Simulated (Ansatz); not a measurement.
Relaxation of BFH₃NO (7 atoms, charge 0, multiplicity 1), to a largest force component of 0.02 eV/Å in at most 40 steps.

Method: RKS PBE0/def2-SVP (Ansatz).

```xyz
7
Properties=species:S:1:pos:R:3
B 0.000 0.000 0.000
F 0.000 0.000 1.320
O 1.221 0.000 -0.705
H 1.521 -0.952 -0.860
N -1.342 0.000 -0.775
H -2.011 -0.816 -0.676
H -1.591 0.816 -1.404
```

Question: Where does it end, and by what steps?

Answer: The forces met the threshold. After 17 steps the energy has fallen by 1.442 eV; H7 moved furthest, 0.96 Å.

```json
{"step": "0", "energy less start (eV)": "0.0000", "largest force component (eV/Å)": "2.950", "accepted": "yes"}
{"step": "1", "energy less start (eV)": "-0.5864", "largest force component (eV/Å)": "1.710", "accepted": "yes"}
{"step": "2", "energy less start (eV)": "-0.9269", "largest force component (eV/Å)": "0.986", "accepted": "yes"}
{"step": "3", "energy less start (eV)": "-1.1312", "largest force component (eV/Å)": "0.667", "accepted": "yes"}
{"step": "4", "energy less start (eV)": "-1.2101", "largest force component (eV/Å)": "0.573", "accepted": "yes"}
{"step": "5", "energy less start (eV)": "-1.2254", "largest force component (eV/Å)": "0.083", "accepted": "yes"}
{"step": "6", "energy less start (eV)": "-1.2261", "largest force component (eV/Å)": "0.051", "accepted": "yes"}
{"step": "7", "energy less start (eV)": "-1.2268", "largest force component (eV/Å)": "0.127", "accepted": "yes"}
{"step": "8", "energy less start (eV)": "-1.2312", "largest force component (eV/Å)": "0.169", "accepted": "yes"}
{"step": "9", "energy less start (eV)": "-1.2455", "largest force component (eV/Å)": "0.443", "accepted": "yes"}
{"step": "10", "energy less start (eV)": "-1.1697", "largest force component (eV/Å)": "2.813", "accepted": "no"}
{"step": "11", "energy less start (eV)": "-1.2833", "largest force component (eV/Å)": "0.577", "accepted": "yes"}
{"step": "12", "energy less start (eV)": "-1.3236", "largest force component (eV/Å)": "0.833", "accepted": "yes"}
{"step": "13", "energy less start (eV)": "-1.4001", "largest force component (eV/Å)": "0.589", "accepted": "yes"}
{"step": "14", "energy less start (eV)": "-1.4414", "largest force component (eV/Å)": "0.200", "accepted": "yes"}
{"step": "15", "energy less start (eV)": "-1.4414", "largest force component (eV/Å)": "0.161", "accepted": "no"}
{"step": "16", "energy less start (eV)": "-1.4422", "largest force component (eV/Å)": "0.048", "accepted": "yes"}
{"step": "17", "energy less start (eV)": "-1.4424", "largest force component (eV/Å)": "0.004", "accepted": "yes"}
```

```xyz
7
Properties=species:S:1:pos:R:3
B -0.043 -0.189 0.063
F -0.199 -0.278 1.388
O 1.238 -0.231 -0.397
H 1.311 -0.167 -1.351
N -1.196 -0.062 -0.738
H -2.116 -0.039 -0.322
H -1.198 0.014 -1.743
```

Time of the run: 39 s on 1 thread of Arm Neoverse V2, with other jobs on the host, peak memory 0.16 GiB.
